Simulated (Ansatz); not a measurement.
A nudged elastic band was laid between two geometries of CdH$_{2}$OS (5 atoms, charge 0, multiplicity 1).

Theory: RKS r2SCAN-D4/def2-SVP in Ansatz.

```json
{"movable images": "9", "climbing image": "yes", "spring": "5.0 eV/Å²", "optimiser": "quadratic models (default)", "start path": "IDPP", "force threshold": "0.05 eV/Å", "iteration limit": "54", "end points": "relaxed"}
```

Initial state:

```xyz
5
Properties=species:S:1:pos:R:3
O -0.588 -1.675 1.089
Cd -0.239 0.043 0.192
S 0.184 2.131 -0.752
H -0.846 -2.347 0.441
H 1.490 1.848 -0.970
```

Final state:

```xyz
5
Properties=species:S:1:pos:R:3
O -1.017 -1.737 -0.531
Cd -0.302 0.034 -0.051
S 0.492 2.176 0.409
H -0.912 -2.357 0.205
H 1.738 1.885 -0.032
```

Q: What changes between the two ends?

A: No bond is made or broken.  The two ends are copies of one structure, up to a mirror image or an exchange of like atoms.

Q: What energy profile does the band end with?

A: It converged. The highest image is number 5 of 0 to 10, 0.7 kcal/mol above the ends, which have the same energy within 2 meV. A vibrational analysis at the climbing image gives one clearly imaginary mode, 162i cm⁻¹: a first-order saddle point.

```tsv
image	path coordinate (Å)	energy (kcal/mol)
0	0.00	0.0
1	0.15	0.1
2	0.31	0.2
3	0.46	0.5
4	0.62	0.6
5	0.78	0.7
6	0.94	0.6
7	1.10	0.5
8	1.25	0.2
9	1.41	0.1
10	1.56	0.0
```

Q: What is the geometry of the highest image?

A: 
```xyz
5
Properties=species:S:1:pos:R:3
O -1.255 -1.686 0.209
Cd -0.348 0.061 0.128
S 0.536 2.220 0.109
H -0.668 -2.397 -0.086
H 1.734 1.801 -0.359
```

Q: What are the harmonic wavenumbers there?

A: 162i, 115, 118, 349, 607, 637, 771, 2691, 3824 cm⁻¹.

Run time: 4 min on 1 thread of Intel(R) Xeon(R) Processor @ 2.70GHz, on a shared host, peak memory 0.15 GiB.
